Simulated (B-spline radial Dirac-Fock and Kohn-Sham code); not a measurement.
## Muonic isotope shifts in mercury

Model: the Dirac equation of a negative muon with reduced mass in the field of a spherical finite nucleus, with the Uehling potential to all orders; nuclear polarisation, deformation, hyperfine structure, self-energy, higher-order vacuum polarisation, relativistic recoil and electron screening are left out. Program: a B-spline atomic structure program. Nuclear charge: Fermi distribution (skin thickness 2.3 fm); radii from Angeli and Marinova (2013). Reference ¹⁹⁴Hg, radius 5.4309 fm: 2p3/2 → 1s1/2 5856 keV, 3d5/2 → 2p3/2 2395 keV.

```tsv
A	radius (fm)	δ⟨r²⟩ (fm²)	shift 2p3/2 → 1s (keV)	shift 3d5/2 → 2p3/2 (keV)
181	5.4364	+0.060	-4.97	-0.56
182	5.3833	-0.515	+42.83	+4.06
183	5.4405	+0.104	-8.63	-0.90
184	5.3949	-0.390	+32.35	+3.07
185	5.4397	+0.096	-7.90	-0.82
186	5.4017	-0.316	+26.22	+2.49
187	5.4046	-0.285	+23.60	+2.24
188	5.4085	-0.243	+20.10	+1.91
189	5.41	-0.227	+18.75	+1.79
190	5.4158	-0.164	+13.53	+1.29
191	5.4171	-0.150	+12.37	+1.18
192	5.4232	-0.084	+6.90	+0.66
193	5.4238	-0.077	+6.36	+0.61
195	5.4345	+0.039	-3.22	-0.31
196	5.4385	+0.083	-6.79	-0.65
197	5.4412	+0.112	-9.20	-0.88
198	5.4463	+0.168	-13.76	-1.32
199	5.4474	+0.179	-14.73	-1.41
200	5.4551	+0.263	-21.59	-2.08
201	5.4581	+0.296	-24.26	-2.33
202	5.4648	+0.369	-30.22	-2.92
203	5.4679	+0.403	-32.97	-3.18
204	5.4744	+0.474	-38.73	-3.75
205	5.4776	+0.509	-41.56	-4.02
206	5.4837	+0.576	-46.96	-4.55
```

Values without a named source are computed, but for edge energies of neutral atoms, which are taken from tables.
